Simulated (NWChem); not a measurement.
System: C$_{5}$H$_{8}$; SMILES C1C=CCC1

Here is an NWChem input.

```
start job
memory heap 200 mb stack 900 mb global 1100 mb
geometry units angstroms noautoz
  C      1.067020     0.066785     0.668427
  C      1.067020     0.066785    -0.668427
  C     -0.319119    -0.110701    -1.225629
  C     -1.217911     0.136840     0.000000
  C     -0.319119    -0.110701     1.225629
  H      1.960370     0.137124     1.294711
  H      1.960370     0.137124    -1.294711
  H     -0.542294     0.571039    -2.062944
  H     -0.439244    -1.135052    -1.627445
  H     -1.542616     1.189680     0.000000
  H     -2.128593    -0.480118     0.000000
  H     -0.439244    -1.135052     1.627445
  H     -0.542294     0.571039     2.062944
end
basis spherical
  * library 6-311++g**
end
dft
  xc b3lyp
  iterations 150
  mulliken
end
task dft energy
```

Excerpt of the output:

```
             Northwest Computational Chemistry Package (NWChem) 7.3.0
             --------------------------------------------------------

 CS  symmetry detected

                             Geometry "geometry" -> ""
                             -------------------------

 Output coordinates in angstroms (scale by  1.889725989 to convert to a.u.)

  No.       Tag          Charge          X              Y              Z
 ---- ---------------- ---------- -------------- -------------- --------------
    1 C                    6.0000     1.06887692     0.05078277    -0.66842700
    2 C                    6.0000     1.06887692     0.05078277     0.66842700
    3 C                    6.0000    -0.31917678    -0.11104904     1.22562900
    4 C                    6.0000    -1.21511798     0.14661927     0.00000000
    5 C                    6.0000    -0.31917678    -0.11104904    -1.22562900
    6 H                    1.0000     1.96296383     0.11103563    -1.29471100
    7 H                    1.0000     1.96296383     0.11103563     1.29471100
    8 H                    1.0000    -0.53464397     0.57316613     2.06294400
    9 H                    1.0000    -0.45085416    -1.13397917     1.62744500
   10 H                    1.0000    -1.52792077     1.20305660     0.00000000
   11 H                    1.0000    -2.13270450    -0.46002219     0.00000000
   12 H                    1.0000    -0.45085416    -1.13397917    -1.62744500
   13 H                    1.0000    -0.53464397     0.57316613    -2.06294400

 Effective nuclear repulsion energy (a.u.)     171.4153009721

      Symmetry information
      --------------------

 Group name             Cs
 Group number              2
 Group order               2
 No. of unique centers     8

                                 NWChem DFT Module
                                 -----------------

 Summary of "ao basis" -> "ao basis" (spherical)
 ------------------------------------------------------------------------------
       Tag                 Description            Shells   Functions and Types
 ---------------- ------------------------------  ------  ---------------------
 C                         6-311++g**               10       22   5s4p1d
 H                         6-311++g**                5        7   4s1p

      Symmetry analysis of basis
      --------------------------

        a'         93
        a"         73

            General Information
            -------------------
          SCF calculation type: DFT
          Wavefunction type:  closed shell.
          No. of atoms     :    13
          No. of electrons :    38
           Alpha electrons :    19
            Beta electrons :    19
          Charge           :     0
          Spin multiplicity:     1
          Use of symmetry is: on ; symmetry adaption is: on
          Maximum number of iterations: 150
          AO basis - number of functions:   166
                     number of shells:    90
          Convergence on energy requested:  1.00D-06
          Convergence on density requested:  1.00D-05
          Convergence on gradient requested:  5.00D-04

              XC Information
              --------------
                         B3LYP Method XC Potential
                     Hartree-Fock (Exact) Exchange  0.200
                        Slater Exchange Functional  0.800 local
                    Becke 1988 Exchange Functional  0.720 non-local
              Lee-Yang-Parr Correlation Functional  0.810
                  VWN I RPA Correlation Functional  0.190 local

             Grid Information
             ----------------
          Grid used for XC integration:  medium
          Radial quadrature: Mura-Knowles
          Angular quadrature: Lebedev.
          Tag              B.-S. Rad. Rad. Pts. Rad. Cut. Ang. Pts.
          ---              ---------- --------- --------- ---------
          C                   0.70       49          14.0       434
          H                   0.35       45          15.0       434
          Grid pruning is: on
          Number of quadrature shells:   372
          Spatial weights used:  Erf1

      Superposition of Atomic Density Guess
      -------------------------------------

 Sum of atomic energies:        -192.34413469

      Non-variational initial energy
      ------------------------------

 Total energy =    -196.072244
 1-e energy   =    -595.373096
 2-e energy   =     227.885551
 HOMO         =      -0.284756
 LUMO         =       0.008674

      Symmetry analysis of molecular orbitals - initial
      -------------------------------------------------

  Numbering of irreducible representations:

     1 a'          2 a"

  Orbital symmetries:

     1 a'          2 a"          3 a'          4 a"          5 a'
     6 a'          7 a'          8 a"          9 a'         10 a"
    11 a'         12 a'         13 a"         14 a'         15 a'
    16 a"         17 a"         18 a'         19 a'         20 a"
    21 a'         22 a"         23 a'         24 a'         25 a"
    26 a'         27 a"         28 a'         29 a'

     ---------------------------------------------
      Total Density - Mulliken Population Analysis
     ---------------------------------------------

    Atom       Charge   Shell Charges
 -----------   ------   -------------------------------------------------------
    1 C    6     6.11   1.10  0.89  0.57  0.82  1.47  0.50  0.79 -0.17  0.07  0.06
    2 C    6     6.11   1.10  0.89  0.57  0.82  1.47  0.50  0.79 -0.17  0.07  0.06
    3 C    6     6.52   1.10  0.89  0.57  0.80  1.55  0.50  0.89  0.17 -0.01  0.06
    4 C    6     6.41   1.10  0.89  0.57  0.80  1.55  0.51  0.92  0.01 -0.00  0.06
    5 C    6     6.52   1.10  0.89  0.57  0.80  1.55  0.50  0.89  0.17 -0.01  0.06
    6 H    1     0.77   0.24  0.45  0.09 -0.03  0.02
    7 H    1     0.77   0.24  0.45  0.09 -0.03  0.02
    8 H    1     0.80   0.24  0.44  0.09  0.01  0.02
    9 H    1     0.80   0.24  0.44  0.09  0.01  0.02
   10 H    1     0.78   0.24  0.44  0.09 -0.00  0.02
   11 H    1     0.81   0.24  0.44  0.09  0.02  0.02
   12 H    1     0.80   0.24  0.44  0.09  0.01  0.02
   13 H    1     0.80   0.24  0.44  0.09  0.01  0.02

   convergence    iter        energy       DeltaE   RMS-Dens  Diis-err
 ---------------- ----- ----------------- --------- --------- ---------
 d= 0,ls=0.0,diis     1   -195.3257053720 -3.67D+02  6.05D-03  6.41D-01
 d= 0,ls=0.0,diis     2   -195.3773626693 -5.17D-02  4.30D-03  3.20D-02
 d= 0,ls=0.0,diis     3   -195.3777075820 -3.45D-04  1.34D-03  2.96D-02
 d= 0,ls=0.0,diis     4   -195.3813384574 -3.63D-03  2.92D-04  4.80D-04
 d= 0,ls=0.0,diis     5   -195.3813991997 -6.07D-05  4.64D-05  1.75D-05
  Resetting Diis
 d= 0,ls=0.0,diis     6   -195.3814008889 -1.69D-06  1.49D-05  4.35D-06
 d= 0,ls=0.0,diis     7   -195.3814014286 -5.40D-07  3.21D-06  2.06D-08

         Total DFT energy =     -195.381401428570
      One electron energy =     -600.879084212950
           Coulomb energy =      264.237080764815
    Exchange-Corr. energy =      -30.154698952570
 Nuclear repulsion energy =      171.415300972134

 Numeric. integr. density =       38.000000191708

                  Occupations of the irreducible representations
                  ----------------------------------------------

                     irrep           alpha         beta
                     --------     --------     --------
                     a'               12.0         12.0
                     a"                7.0          7.0

                       DFT Final Molecular Orbital Analysis
                       ------------------------------------

 Vector   17  Occ=2.000000D+00  E=-3.436404D-01  Symmetry=a"
              MO Center= -2.4D-01,  5.2D-02,  5.8D-13, r^2= 3.0D+00
   Bfn.  Coefficient  Atom+Function         Bfn.  Coefficient  Atom+Function
  ----- ------------  ---------------      ----- ------------  ---------------
    75      0.243840   4 C  pz               71      0.164490   4 C  pz
    79      0.163447   4 C  pz               51     -0.154542   3 C  px
    95      0.154542   5 C  px               53     -0.132344   3 C  pz
    97     -0.132344   5 C  pz               57     -0.113443   3 C  pz
   101     -0.113443   5 C  pz               47     -0.103566   3 C  px

 Vector   18  Occ=2.000000D+00  E=-3.430351D-01  Symmetry=a'
              MO Center= -8.4D-01,  4.3D-02, -5.1D-13, r^2= 2.9D+00
   Bfn.  Coefficient  Atom+Function         Bfn.  Coefficient  Atom+Function
  ----- ------------  ---------------      ----- ------------  ---------------
    74      0.208301   4 C  py               78      0.182162   4 C  py
   147     -0.178960  11 H  s               140      0.174797  10 H  s
    70      0.146670   4 C  py               80      0.128645   4 C  s
   146     -0.126488  11 H  s               139      0.121389  10 H  s
   148     -0.106341  11 H  s                52     -0.104188   3 C  py

 Vector   19  Occ=2.000000D+00  E=-2.431640D-01  Symmetry=a'
              MO Center=  7.0D-01, -7.3D-03, -2.0D-15, r^2= 2.7D+00
   Bfn.  Coefficient  Atom+Function         Bfn.  Coefficient  Atom+Function
  ----- ------------  ---------------      ----- ------------  ---------------
     8      0.249850   1 C  py               30      0.249850   2 C  py
    12      0.237214   1 C  py               34      0.237214   2 C  py
    80     -0.199750   4 C  s                 4      0.164182   1 C  py
    26      0.164182   2 C  py              133      0.120945   9 H  s
   154      0.120945  12 H  s                58      0.103199   3 C  s

[...]
```

Level: B3LYP/6-311++G** (spherical d). Coordinates come from a PBE0/def2-SVP optimisation.
